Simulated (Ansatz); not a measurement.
C₃H₇AlCl₂O, SMILES `CC(C)[O][Al]([Cl])[Cl]`. Total charge 0; spin multiplicity 1. All single points use the PBE0-D4/def2-TZVP geometry. It is one conformer, not always the lowest.

```xyz
14

C     0.379    1.480    0.376
C    -0.167    0.484   -0.627
C     0.918   -0.401   -1.207
O    -1.185   -0.300   -0.041
Al   -1.376   -1.403    1.188
Cl   -3.261   -2.204    1.513
Cl    0.194   -2.015    2.413
H    -0.427    2.091    0.787
H     0.880    0.961    1.199
H     1.105    2.146   -0.096
H    -0.644    1.036   -1.445
H     1.665    0.197   -1.734
H     0.492   -1.116   -1.914
H     1.427   -0.956   -0.412
```

What is the dipole moment at B3LYP/def2-TZVPP? (An estimate is asked.)

Computed: 2.22 D, with components (1.31, 1.36, -1.16) D in this frame, pointing from negative to positive charge.

And with PBE, r2SCAN, ωB97M-V? (Estimate.)

Computed: PBE 2.17 D, r2SCAN 2.25 D, ωB97M-V 2.22 D.

Give the Mulliken charges with B3LYP, r2SCAN, PBE in def2-TZVPP. (Best estimate.)

The calculation gave: 
```tsv
atom	B3LYP	r2SCAN	PBE
C1	-0.28	-0.17	-0.27
C2	0.21	0.26	0.17
C3	-0.28	-0.17	-0.27
O4	-0.34	-0.36	-0.26
Al5	0.59	0.60	0.49
Cl6	-0.22	-0.22	-0.20
Cl7	-0.24	-0.25	-0.22
H8	0.09	0.06	0.09
H9	0.08	0.05	0.08
H10	0.08	0.04	0.08
H11	0.06	0.01	0.06
H12	0.08	0.04	0.08
H13	0.09	0.06	0.09
H14	0.08	0.05	0.08
```

B3LYP here is the variant with VWN-RPA as its local correlation; programs differ in this.
